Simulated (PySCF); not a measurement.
Job file and geometry (Å, from GFN2-xTB) of an NMR shielding run on SMILES BP(B)[SiH3], B₂H₇PSi, PySCF 2.14.0, density-fitted response routines, GIAO PBE0/pcSseg-1 NMR shielding, non-relativistic, gas phase; density fitting, a coarse starting grid and PySCF grid level 2 are the driver's defaults:

```
$ OMP_NUM_THREADS=1 python probes_run.py task.json out

{"job": {"kind": "nmr", "xc": "PBE0", "basis": "pcSseg-1"}, "charge": 0, "multiplicity": 1}
B     -0.125987     1.996298     0.089573
P      0.258965     0.234627    -0.051144
B      1.970876    -0.348002    -0.022547
Si    -1.394928    -1.246565    -0.061064
H     -1.242459     2.344355     0.119341
H      0.750003     2.769344     0.140253
H      2.839675     0.433285     0.025222
H      2.191304    -1.496241    -0.061004
H     -2.563863    -0.617320    -0.677025
H     -1.713199    -1.657717     1.311521
H     -0.964961    -2.409393    -0.839089
```

Task: What does the program print?

Result: 
```
coarse grid: 9760 points
cycle   1  E = -684.3241629920  dE =  5.657e-02  |g| = 1.999e-01  |ddm| = 2.829e+00
cycle   2  E = -684.3280289512  dE = -3.866e-03  |g| = 1.762e-01  |ddm| = 5.153e-01
cycle   3  E = -684.3389996206  dE = -1.097e-02  |g| = 2.463e-02  |ddm| = 2.628e-01
cycle   4  E = -684.3392003134  dE = -2.007e-04  |g| = 9.078e-03  |ddm| = 4.234e-02
cycle   5  E = -684.3392268862  dE = -2.657e-05  |g| = 2.138e-03  |ddm| = 1.518e-02
cycle   6  E = -684.3392281325  dE = -1.246e-06  |g| = 4.148e-04  |ddm| = 3.134e-03
final grid: 83872 points
cycle   7  E = -684.3597398082  dE = -2.501e-05  |g| = 3.999e-03  |ddm| = 2.131e-02
cycle   8  E = -684.3597401604  dE = -3.522e-07  |g| = 3.883e-03  |ddm| = 8.023e-03
cycle   9  E = -684.3597448644  dE = -4.704e-06  |g| = 4.675e-04  |ddm| = 4.544e-03
cycle  10  E = -684.3597449397  dE = -7.529e-08  |g| = 6.666e-05  |ddm| = 7.584e-04
cycle  11  E = -684.3597449410  dE = -1.373e-09  |g| = 1.794e-05  |ddm| = 1.316e-04
cycle  12  E = -684.3597449412  dE = -1.149e-10  |g| = 5.080e-06  |ddm| = 3.299e-05
converged SCF energy = -684.3597449412

GIAO shielding tensors (ppm)
atom      isotropic    diamagn.    paramagn.     s11        s22        s33       span
  0 B       28.196     196.111    -167.915    -49.536     -3.586    137.710    187.246
  1 P      335.344     974.051    -638.707     77.145    429.203    499.685    422.540
  2 B       28.159     196.121    -167.962    -49.735     -3.765    137.977    187.712
  3 Si     432.965     880.478    -447.513    410.805    425.732    462.359     51.554
  4 H       23.939      30.240      -6.301     16.624     26.704     28.489     11.865
  5 H       23.778      30.056      -6.277     17.006     26.772     27.557     10.551
  6 H       23.764      30.054      -6.290     16.989     26.757     27.547     10.558
  7 H       23.929      30.236      -6.307     16.606     26.679     28.501     11.895
  8 H       27.187      29.220      -2.032     23.802     25.449     32.311      8.509
  9 H       27.042      28.913      -1.871     23.577     25.190     32.360      8.783
 10 H       27.174      29.198      -2.024     23.786     25.426     32.309      8.523
```

Size and cost of the density-fitted run: 117 basis functions, 2.1 min wall time (35 s CPU) on 1 thread of an Intel Xeon, shared host; peak memory 0.52 GiB.
